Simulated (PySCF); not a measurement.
## Nd⁺ (neodymium, charge +1) across methods

[Xe] 4f3 5d1 6s1, one real determinant (an excited configuration). All numbers are calculated (PySCF 2.14, scalar relativity by spin-free X2C-1e, in x2c-TZVPPall).

| method | E (hartree) | mean ε 4f α (eV) | mean ε 5d α (eV) | mean ε 6s α (eV) | Σ⟨r²⟩ (bohr²) | ⟨S²⟩ |
| --- | --- | --- | --- | --- | --- | --- |
| PBE0 | -9622.63 | -17.131 | -10.329 | -9.709 | 63.55 | 8.752 |
| PBE | -9622.62 | -14.452 | -9.330 | -9.168 | 63.56 | 8.751 |
| UHF | -9619.42725 | -24.673 | -12.809 | -10.836 | 64.68 | 8.756 |
| LDA | -9615.26 | -14.472 | -9.212 | -9.480 | 63.36 | 8.751 |

Task: Estimate the same row for r2SCAN.

Result: E (hartree) = -9623.00; mean ε 4f α (eV) = -15.142; mean ε 5d α (eV) = -9.642; mean ε 6s α (eV) = -9.285; Σ⟨r²⟩ (bohr²) = 63.51; ⟨S²⟩ = 8.754.

⟨L²⟩ = 40.02 against 72 for a pure L term, so this real determinant mixes terms. Spin-orbit coupling, absent here, splits the open shell strongly.
